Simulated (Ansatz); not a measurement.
An input meant for `CO[Si](CCC(F)(F)C(F)(F)C(F)(F)C(F)(F)F)(OC)OC` (charge 0, singlet).

```yaml
crystal:
  periodic: [true, true, true]
  atoms:
    - {symbol: C, position_ang: [-3.812655, 1.129943, -0.025538]}
    - {symbol: O, position_ang: [-2.854151, 0.100534, -0.194307]}
    - {symbol: Si, position_ang: [-1.807612, -0.459213, 0.975252]}
    - {symbol: C, position_ang: [-0.251056, 0.569322, 1.129260]}
    - {symbol: C, position_ang: [0.579797, 0.549935, -0.159370]}
    - {symbol: C, position_ang: [1.849443, 1.371772, -0.032446]}
    - {symbol: F, position_ang: [1.545739, 2.663021, 0.318665]}
    - {symbol: F, position_ang: [2.659523, 0.872174, 0.949909]}
    - {symbol: C, position_ang: [2.704151, 1.493183, -1.334457]}
    - {symbol: F, position_ang: [1.981811, 2.189815, -2.251624]}
    - {symbol: F, position_ang: [3.830273, 2.195410, -1.043681]}
    - {symbol: C, position_ang: [3.123405, 0.138631, -1.987627]}
    - {symbol: F, position_ang: [2.044714, -0.384620, -2.628000]}
    - {symbol: F, position_ang: [3.524423, -0.734264, -1.029974]}
    - {symbol: C, position_ang: [4.280065, 0.258798, -3.031453]}
    - {symbol: F, position_ang: [5.448017, 0.495287, -2.418541]}
    - {symbol: F, position_ang: [4.026788, 1.251820, -3.900685]}
    - {symbol: F, position_ang: [4.375443, -0.896445, -3.710418]}
    - {symbol: O, position_ang: [-1.282922, -1.964478, 0.488823]}
    - {symbol: C, position_ang: [-2.139835, -3.008103, 0.051240]}
    - {symbol: O, position_ang: [-2.698373, -0.488986, 2.391866]}
    - {symbol: C, position_ang: [-2.208767, -0.899867, 3.653950]}
    - {symbol: H, position_ang: [-4.534253, 1.084629, -0.867225]}
    - {symbol: H, position_ang: [-4.373787, 1.021079, 0.928258]}
    - {symbol: H, position_ang: [-3.339634, 2.139099, -0.036930]}
    - {symbol: H, position_ang: [0.358984, 0.185805, 1.974454]}
    - {symbol: H, position_ang: [-0.532453, 1.610491, 1.392579]}
    - {symbol: H, position_ang: [0.855711, -0.489934, -0.422144]}
    - {symbol: H, position_ang: [-0.001094, 0.953020, -1.013532]}
    - {symbol: H, position_ang: [-1.515603, -3.831371, -0.352107]}
    - {symbol: H, position_ang: [-2.753793, -3.414383, 0.886344]}
    - {symbol: H, position_ang: [-2.830710, -2.662088, -0.748336]}
    - {symbol: H, position_ang: [-3.050762, -0.910550, 4.376363]}
    - {symbol: H, position_ang: [-1.769855, -1.922955, 3.621849]}
    - {symbol: H, position_ang: [-1.431002, -0.206489, 4.049612]}
basis:
  gaussian: {orbitals: def2-TZVPP, fitting: {mean_field: def2-universal-jkfit}}
hamiltonian: {xc: {name: B3LYP}, dispersion: d4}
scf: {lower_state_search: light}
output: {forces: true}
```

```sh
$ ansatz run in.yaml --threads 2 --pin off --events-out ev --progress --plain --max-ram 32768MiB --backend cuda --devices 0, --max-vram 18GiB
```

Shortened log:

```
Error: YAML parse error: error: line 2 column 3: crystal: missing field `lattice` (a structure is typed as `lattice` and `atoms`, a molecule's as `atoms` in Å alone, or read from a run's directory, `checkpoint`)
 --> <input>:2:3
  |
1 | crystal:
2 |   periodic: [true, true, true]
  |   ^ crystal: missing field `lattice` (a structure is typed as `lattice` and `atoms`, a molecule's as `atoms` in Å alone, or read from a run's directory, `checkpoint`)
3 |   atoms:
4 |     - {symbol: C, position_ang: [-3.812655, 1.129943, -0.025538]}
  |
```

Something in this input is off. What?

The species is marked periodic without a cell. The program refused the input.
